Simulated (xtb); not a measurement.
Input file for xtb: GFN2-xTB on IrS, 2S+1 = 6, a spin state set in the input, which need not be the lowest, a point of a bond scan (R = 2.069 Å).

```
$ xtb mol.xyz --gfn 2 --sp --chrg 0 --uhf 5
2

Ir     0.00000000     0.00000000     0.00000000
S      0.00000000     0.00000000     2.06873600
```

Q: What total energy does the run end on?

A: -6.7699 hartree.
